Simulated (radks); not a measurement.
Spherical quantum dot in the effective-mass picture: electrons in a parabolic well V = omega^2 r^2 / 2 with omega = 0.61, with a point charge +1 (a donor) at the centre, all in effective atomic units (hartree* = m*/eps^2 hartree, bohr* = eps/m* bohr), one dielectric constant everywhere. Method: non-relativistic Kohn-Sham, PBEsol, spin-polarised, spherical densities; computed with a radial shooting solver with Libxc functionals. Levels are named by radial order and angular momentum (1s, 1p, 1d, 2s, ...), and open shells are averaged over m.

N = 32, configuration 1s2 1p6 1d10 2s2 1f(up 7, down 5). This is the lowest configuration that the search found. Occupied and some empty levels:

level,occupation,eigenvalue (hartree*),<r> (bohr*)
1s up,1,9.9071,1.786
1s down,1,9.9093,1.765
1p up,3,10.251,3.006
1p down,3,10.260,2.988
2s up,1,10.383,2.964
2s down,1,10.393,2.971
1d up,5,10.502,3.481
1d down,5,10.515,3.472
1f up,7,10.773,3.799
1f down,5,10.787,3.796
2p up,0,10.828,3.182
2p down,0,10.836,3.189
1g up,0,11.070,4.048
1g down,0,11.085,4.048
2d up,0,11.197,3.521
2d down,0,11.205,3.522

Energy (hartree*): total 204.050, kinetic 16.948, external 62.402, Hartree 135.93, exchange-correlation -11.231.

Electron density:

r (bohr*),n(r) (e/bohr*^3)
0.141,0.6019
0.495,0.3025
0.850,0.1614
1.20,0.09846
1.56,0.07625
1.91,0.07521
2.27,0.08351
2.62,0.09271
2.98,0.09659
3.33,0.09160
3.68,0.07740
4.04,0.05703
4.39,0.03594
4.75,0.01898
5.10,0.008295
5.46,0.003003
5.81,0.0009080
6.16,0.0002281
6.52,0.00004729
6.87,8.055e-06
